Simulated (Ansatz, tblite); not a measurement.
Cost and result up the ladder for `C[Si](C)(C)C#Cc1ccc(-c2ccc(-c3ccc(-c4ccc(-c5ccc(-c6ccc(C#C[Si](C)(C)C)o6)o5)o4)o3)o2)o1` (72 atoms). Total charge 0; singlet. Geometry: PBE-D4/def2-SVP.

```xyz
72

C     4.140    3.347  -11.711
Si    3.758    1.581  -12.265
C     5.290    0.770  -13.022
C     2.330    1.567  -13.504
C     3.262    0.604  -10.775
C     2.935   -0.072   -9.791
C     2.568   -0.876   -8.698
C     2.456   -2.257   -8.548
C     2.044   -2.497   -7.212
C     1.924   -1.245   -6.615
C     1.547   -0.841   -5.293
C     1.422    0.398   -4.677
C     1.010    0.143   -3.341
C     0.906   -1.238   -3.220
C     0.538   -2.098   -2.137
C     0.434   -3.480   -2.020
C     0.022   -3.738   -0.686
C    -0.104   -2.499   -0.064
C    -0.485   -2.123    1.265
C    -0.857   -2.871    2.380
C    -1.124   -1.943    3.420
C    -0.898   -0.680    2.882
C    -0.995    0.639    3.427
C    -0.770    1.904    2.892
C    -1.038    2.829    3.935
C    -1.410    2.078    5.046
C    -1.791    2.449    6.379
C    -1.914    3.692    6.998
C    -2.328    3.432    8.329
C    -2.436    2.049    8.457
C    -2.802    1.223    9.534
C    -3.126    0.507   10.491
Si   -3.612   -0.548   11.930
C    -5.219   -1.450   11.507
C    -3.860    0.586   13.424
C    -2.227   -1.792   12.260
O    -2.106    1.455    7.256
O    -1.383    0.745    4.734
O    -0.511   -0.789    1.574
O     0.211   -1.502   -0.949
O     1.232   -1.838   -4.407
O     2.239   -0.262   -7.505
H     3.253    3.820  -11.244
H     4.966    3.364  -10.972
H     4.443    3.965  -12.581
H     5.618    1.323  -13.926
H     6.130    0.758  -12.299
H     5.078   -0.278  -13.318
H     1.419    2.023  -13.065
H     2.598    2.141  -14.416
H     2.081    0.531  -13.811
H     2.656   -2.995   -9.332
H     1.852   -3.459   -6.727
H     1.612    1.367   -5.151
H     0.808    0.869   -2.547
H     0.636   -4.207   -2.814
H    -0.164   -4.714   -0.225
H    -0.926   -3.963    2.429
H    -1.443   -2.153    4.446
H    -0.451    2.117    1.867
H    -0.969    3.921    3.889
H    -1.726    4.666    6.536
H    -2.530    4.160    9.122
H    -5.540   -2.093   12.353
H    -6.034   -0.730   11.292
H    -5.089   -2.095   10.614
H    -4.154   -0.007   14.315
H    -2.927    1.134   13.667
H    -4.655    1.333   13.229
H    -1.274   -1.275   12.492
H    -2.486   -2.443   13.121
H    -2.057   -2.441   11.376
```

Ansatz on 4 threads of AMD EPYC 7R13 on a shared host and a share (37 GiB) of an NVIDIA H100 80GB HBM3; xTB runs through tblite on one thread. Times are rough, summed over both states, and most runs start from the orbitals of an earlier one. PBE0-D4/def2-TZVP serves as the yardstick here, not as an exact answer. The other state is a doublet.

The xTB rows come from tblite. Single mean-field runs in def2-TZVP are fitted with def2-universal-jkfit.

Raw xTB energies of ions are shifted by several eV.

```csv
level,functions,wall time,vertical IE (eV),difference from PBE0-D4/def2-TZVP (eV)
GFN2-xTB,208,0.76 s,10.83,4.94
GFN1-xTB,238,0.82 s,11.59,5.71
PBE-D4/def2-TZVP (with forces),1494,27 s,5.64,-0.25
PBE0-D4/def2-TZVP (with forces),1494,37 s,5.88,0.00
```
